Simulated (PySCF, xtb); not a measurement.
B(CCH)(Cl)(H) (C2H2BCl), SMILES C#CBCl.

GFN2-xTB in xtb at its own geometry gives an orbital gap of 3.49 eV and a dipole moment of 1.40 D.

Geometry optimised at B3LYP-D3(BJ)/def2-SVP.

Q: What does PySCF with CAM-B3LYP/def2-TZVPD give? (An estimate is asked for; the answer gives what the named calculation found.)

A: gap 8.56 eV (levels -9.88 and -1.32 eV), dipole 1.57 D.
